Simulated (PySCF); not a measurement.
Compound: C4H6Se.
Numbering: `[CH:1]1=[CH:2][Se:3][CH2:4][CH2:5]1` (hydrogens: H6 on C1; H7 on C2; H8, H9 on C4; H10, H11 on C5)

Computed, not measured: core-valence-separated Tamm–Dancoff BHandHLYP/aug-pcX-1 (pcseg-1 on H, def2-SVPD on Se) in PySCF, non-relativistic, gas phase, PBE0-D3(BJ)/def2-SVP geometry.

Computed carbon K-edge spectrum, Gaussian lines of 0.8 eV full width, highest printed point 100; it ends one width below the last computed root. BHandHLYP without relativity tends to put these K edges a few eV too low, so spacings mean more than positions.

photon energy (eV), absorption and a bar:
```
    281.8          1 
    281.9          1 
    282.0          3 #
    282.1          5 #
    282.2         10 ###
    282.3         17 #####
    282.4         27 ########
    282.5         39 ############
    282.6         53 ################
    282.7         68 ####################
    282.8         81 ########################
    282.9         91 ###########################
    283.0         97 #############################
    283.1         99 ##############################
    283.2         96 #############################
    283.3         89 ###########################
    283.4         77 #######################
    283.5         64 ###################
    283.6         50 ###############
    283.7         37 ###########
    283.8         27 ########
    283.9         22 #######
    284.0         22 ######
    284.1         26 ########
    284.2         34 ##########
    284.3         44 #############
    284.4         53 ################
    284.5         61 ##################
    284.6         67 ####################
    284.7         69 #####################
    284.8         69 #####################
    284.9         67 ####################
    285.0         64 ###################
    285.1         60 ##################
    285.2         56 #################
    285.3         52 ################
    285.4         49 ###############
    285.5         48 ##############
    285.6         50 ###############
    285.7         54 ################
    285.8         59 ##################
    285.9         67 ####################
    286.0         75 ######################
    286.1         83 #########################
    286.2         91 ###########################
    286.3         97 #############################
    286.4        100 ##############################
    286.5        100 ##############################
    286.6         96 #############################
```

Assign the maxima to core holes.

3 maxima:
- 283.1 eV: C2 (alkene CH carbon), 283.30 eV, f = 0.062, 1s→π*, 53 % of the height at the exact maximum; C1 (alkene CH carbon), 282.85 eV, f = 0.059, 1s→π*, 47 % of the height at the exact maximum
- 284.7 eV: C4 (sp3 carbon bound to selenium), 284.56 eV, f = 0.053, 68 % of the height at the exact maximum; C2 (alkene CH carbon), 285.12 eV, f = 0.040, 32 % of the height at the exact maximum
- 286.4 eV: C5 (allylic carbon), 286.47 eV, f = 0.027, 28 % of the height at the exact maximum; C2 (alkene CH carbon), 286.47 eV, f = 0.020, 20 % of the height at the exact maximum; C4 (sp3 carbon bound to selenium), 286.37 eV, f = 0.016, 15 % of the height at the exact maximum; C4 (sp3 carbon bound to selenium), 286.88 eV, f = 0.030, 13 % of the height at the exact maximum

Further lines of some strength in the range: C5, 285.81 eV, f = 0.009; C1, 285.83 eV, f = 0.021; C5, 285.96 eV, f = 0.005; C1, 286.22 eV, f = 0.007; C5, 286.28 eV, f = 0.009.

Roots within 0.03 eV on the same or equivalent atoms count as one line; shares under 12 % aren't listed.

Vibrational structure and lifetime widths aren't in the curve. The ionisation threshold wasn't computed; near and above it a finite basis only mimics Rydberg series and continuum. Relativistic effects, spin–orbit coupling among them, are left out although an element past zinc is present.

One conformer stands for the species.
